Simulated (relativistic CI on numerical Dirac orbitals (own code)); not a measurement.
## Co3+ in a cubic cluster: 2p photoemission with charge transfer

Computed with a charge-transfer multiplet model of a cubic metal-ligand cluster with up to 2 ligand holes, Slater and spin-orbit integrals from Dirac-Coulomb-Breit ions, Slater integrals scaled by 0.9. The ground state mixes d6 with configurations of k ligand holes L, whose averages lie at kΔ + k(k − 1)U_dd/2; a core hole lowers each added d electron by U_cd. 300 K, Lorentzian 0.6 eV and Gaussian 0.8 eV FWHM.

Atomic integrals in eV (Slater integrals scaled, ζ unscaled), ground: F2dd 11.345, F4dd 7.087, zeta_d 0.071; with the core hole: F2dd 12.888, F4dd 8.096, zeta_d 0.102, zeta_core 9.658, F2cd 7.721, G1cd 5.944, G3cd 3.382.

Cluster parameters (eV): Δ = 2.5, U_dd = 6.8, U_cd = 7.7, 10Dq = 1.7, 10Dq(ligand) = 1.3, final-state hopping factor = 1.

```tsv
Case	n_d	d6	d7L	d8L2	S
V(eg) = 0.95 eV, V(t2g) = -0.42 eV	6.08	0.92	0.08	0.00	2.00
V(eg) = 1.55 eV, V(t2g) = -0.69 eV	6.19	0.82	0.18	0.01	1.94
V(eg) = 1.85 eV, V(t2g) = -0.82 eV	6.48	0.56	0.41	0.04	0.08
```

Weights, n_d and S are thermal averages at 300 K. Binding energies count from the first peak over 30 % of the highest in each spectrum, which can be another peak from case to case. The parameters are a model scan and need not match a compound or its usual spin state. Peaks in eV (height, largest 100):
- V(eg) = 0.95 eV, V(t2g) = -0.42 eV: 0.0 (61), 3.9 (100), 10.0 (23), 15.5 (30), 19.7 (66)
- V(eg) = 1.55 eV, V(t2g) = -0.69 eV: 0.0 (87), 2.2 (100), 7.2 (96), 17.4 (63), 23.0 (58)
- V(eg) = 1.85 eV, V(t2g) = -0.82 eV: 0.0 (100), 3.4 (18), 6.1 (17), 7.8 (14), 10.2 (20), 15.4 (40), 16.8 (23), 21.4 (6), 24.9 (10)

Curve for V(eg) = 1.85 eV, V(t2g) = -0.82 eV (points under 2 left out, the grid thinned):

```
E (eV)  Intensity
  -3.0        2.0
  -2.2        3.7
  -1.5        8.5
  -0.7       42.9
   0.0      100.0
   0.8       34.1
   1.6       13.8
   2.3       14.2
   3.1       17.2
   3.8       17.3
   4.6       14.2
   5.4       14.1
   6.1       17.1
   6.9       13.7
   7.6       13.9
   8.4       13.0
   9.1       13.8
   9.9       19.3
  10.7       17.1
  11.4        9.6
  12.2        8.3
  12.9        9.1
  13.7        9.7
  14.5       16.8
  15.2       38.7
  16.0       26.9
  16.7       23.2
  17.5       15.3
  18.3       10.3
  19.0        6.7
  19.8        3.8
  20.5        3.9
  21.3        6.4
  22.0        6.0
  22.8        5.7
  23.6        7.4
  24.3        9.6
  25.1       10.3
  25.8        7.7
  26.6        4.3
  27.4        3.4
  28.1        3.7
  28.9        3.8
  29.6        3.0
  30.4        2.0
```

For the case V(eg) = 1.55 eV, V(t2g) = -0.69 eV, Δ = 2.5 eV is smaller than U_dd = 6.8 eV, the charge-transfer side of the Zaanen-Sawatzky-Allen scheme. With the core hole the average of the configuration with one ligand hole lies at Δ − U_cd = -5.2 eV before mixing: it lies below the unscreened one, so the lowest final states are mostly screened and the unscreened weight appears at higher binding energy as a satellite. The thermal average of S changes within this range, from 2.0 to 0.1; a value between half-integers is an average over states of different spin.
